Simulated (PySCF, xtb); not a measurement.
C2H3F2, SMILES C[C](F)F (connectivity only; charge and spin as stated), charge +1, multiplicity 1.

Harmonic wavenumbers (cm⁻¹) from GFN2-xTB (xtb) at its own minimum, in rising order: 86, 384, 493, 523, 886, 928, 964, 1215, 1255, 1333, 1399, 1496, 2800, 2879, 3017.

### Question
What does PBE-D3(BJ)/def2-SVP (PySCF) give at its own minimum? (The exact figures need the calculation; the answer reports its results.)

### Answer
47, 416, 524, 590, 905, 966, 975, 1258, 1288, 1358, 1515, 1534, 2901, 3030, 3116. Paired by order, the mean absolute difference is 56 cm⁻¹ and the zero-point energies are 28.1 and 29.2 kcal/mol.
